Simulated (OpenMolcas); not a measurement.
Ta2+: moving or changing the point charges

Ta2+ among 8 point charges of -1.2 e arranged as a cube (Oh), 2.18 Å from the ion.
```
   1.2586    1.2586    1.2586  -1.20
   1.2586    1.2586   -1.2586  -1.20
   1.2586   -1.2586    1.2586  -1.20
   1.2586   -1.2586   -1.2586  -1.20
  -1.2586    1.2586    1.2586  -1.20
  -1.2586    1.2586   -1.2586  -1.20
  -1.2586   -1.2586    1.2586  -1.20
  -1.2586   -1.2586   -1.2586  -1.20
```

| Quantity | Value |
| --- | --- |
| Program | OpenMolcas 26.06 |
| Method | CASSCF |
| Basis | ANO-RCC-VDZP [7s6p4d2f1g] |
| Scalar Hamiltonian | DKH2, point nucleus |
| Active space | 3 electrons in 5 orbitals (5d) |
| State averaging | 2S+1 = 4 even, 10 roots; 2S+1 = 2 even, 40 roots |
| Spin-orbit coupling | state interaction with AMFI integrals over the reference wave functions |

Runs around this geometry, states (labels of O, the rotations of Oh). Energies in cm-1 above the lowest state or level, χT in cm3 K/mol; under a threefold ground state the first gap can be a small split of the lowest multiplet, not the spin-orbit step; 10Dq and B are least-squares fits to the states below 45000 cm-1, weighted by degeneracy, with a free offset, and given where the rms deviation is under 5 % of |10Dq| (or 100 cm-1) and under 700 cm-1; 10Dq is negative for this site.

```json
{"R (Å)": "2.18", "q (e)": "-0.78", "Ground state": "4T1", "First state of that spin": "4T2 6934", "10Dq": "-8050", "B (rms of fit)": "625 (108)", "First gap with spin-orbit (degeneracies)": "1720 (4, 2)", "χT at 300 K": "0.261", "First state of another spin": "2E 3918"}
{"R (Å)": "2.18", "q (e)": "-1.2", "Ground state": "2E", "First state of that spin": "2T1 11069", "10Dq": "-12907", "B (rms of fit)": "602 (203)", "First gap with spin-orbit (degeneracies)": "2597 (4, 2)", "χT at 300 K": "0.342", "First state of another spin": "4T1 830.3"}
{"R (Å)": "2.35", "q (e)": "-1.2", "Ground state": "4T1", "First state of that spin": "4T2 8188", "10Dq": "-9455", "B (rms of fit)": "625 (154)", "First gap with spin-orbit (degeneracies)": "1843 (4, 2)", "χT at 300 K": "0.288", "First state of another spin": "2E 2606"}
```

Taking |10Dq| as R^-n, n = -ln(9455 / 12907) / ln(2.35 / 2.18) = 4.1 between the shortest and longest distance. The point-charge formula for a cubic d site gives n = 5.

Scaling the charges by -0.78 / -1.2 = 0.65 scales |10Dq| by 8050 / 12907 = 0.62; with fixed orbitals a first-order splitting would follow the charge.

The ground state changes within this set.

Without dynamic correlation the repulsion within the d shell is too large (B by tens of per cent), so at a given field states of lower spin stand too high. An orbital triplet at a regular site is open to Jahn-Teller coupling, which can distort the site and quench the lowest spin-orbit gaps and is left out (holds for R = 2.18, q = -0.78; R = 2.35, q = -1.2). This shell can be high or low spin here, a state of another spin lies low, and with metal d orbitals alone active their balance is uncertain, so the ground spin may be wrong (holds for R = 2.18, q = -0.78; R = 2.35, q = -1.2). Point charges give a weaker field than real ligands, and real ions of this kind are as a rule low spin; the high spin found here belongs to the model (holds for R = 2.18, q = -0.78; R = 2.35, q = -1.2). Spin-orbit coupling mixes the spin-free states strongly: the lowest level takes only 54 % from its leading state, 4T1, which lies 830 cm-1 above the lowest spin-free state (holds for R = 2.18, q = -1.2). An orbital doublet at a regular site is open to a Jahn-Teller distortion, which this geometry leaves out (holds for R = 2.18, q = -1.2). This shell can be high or low spin here, a state of another spin lies low, and with metal d orbitals alone active their balance is uncertain, so the ground spin may be wrong, although the usual error favours high spin (holds for R = 2.18, q = -1.2). Point charges carry no covalency, so the field is a model and not that of real ligands. No measured value stands beside these numbers.
